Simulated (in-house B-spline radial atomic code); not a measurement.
Configurations of neutral tin, with energies counted from [Kr] 4d10 5s2 (5p1/2)2. Method: Dirac-Hartree-Fock, average of each configuration as written, Fermi nucleus of rms radius 4.6519 fm. Calculated with a radial B-spline atomic code at the basis-set limit. Energies include first-order Breit, QED and recoil terms.

Occupations are held fixed; configurations that lie above the ionisation limit could autoionise.

| configuration | E - E(ref) (eV) | highest orbital | its <r> (bohr) |
| --- | --- | --- | --- |
| [Kr] 4d10 5s2 (5p1/2)1 (9d5/2)1 | 5.9637 | 9d5/2 | 69.1 |
| [Kr] 4d10 5s2 (5p3/2)1 (7d5/2)1 | 6.1972 | 7d5/2 | 32.92 |
| [Kr] 4d10 5s1 (5p1/2)2 (5g7/2)1 | 12.523 | 5g7/2 | 27.5 |
| [Kr] 4d10 5s1 (5p1/2)1 (5p3/2)1 (5f7/2)1 | 12.592 | 5f7/2 | 31.39 |
| [Ar] 3d10 4s2 (4p1/2)2 (4p3/2)3 4d10 5s2 (5p1/2)2 (8d3/2)1 | 101.85 | 8d3/2 | 47.15 |
| [Ar] (3d3/2)3 (3d5/2)6 4s2 4p6 4d10 5s2 (5p3/2)2 (6f7/2)1 | 501.92 | 6f7/2 | 47.86 |

(1) Order these further configurations by energy, lowest first.
A. [Kr] 4d10 (4f5/2)1 5s2 (5p1/2)1
B. [Ar] (3d3/2)4 (3d5/2)5 4s2 4p6 4d10 5s2 (5p1/2)2 6s1
C. [Kr] 4d10 5s1 (5p3/2)2 (9d3/2)1
D. [Kr] 4d10 5s1 (5p3/2)2 (7d5/2)1
E. [Kr] (4d3/2)4 (4d5/2)5 5s2 (5p1/2)1 (5p3/2)1 (6f5/2)1

(2) How far above the reference does [Kr] (4d3/2)3 (4d5/2)6 5s2 (5p1/2)1 (5p3/2)1 9s1 lie?

(3) How far above the reference does [Kr] 4d10 5s2 (5p3/2)2 lie?

Results:

(1) A (5.3951 eV), D (13.228 eV), C (13.523 eV), E (30.733 eV), B (490.01 eV).

(2) 31.685 eV; its least bound orbital is 9s1/2 with <r> = 40.98 bohr.

(3) 0.54965 eV; its least bound orbital is 5p3/2 with <r> = 3.303 bohr.
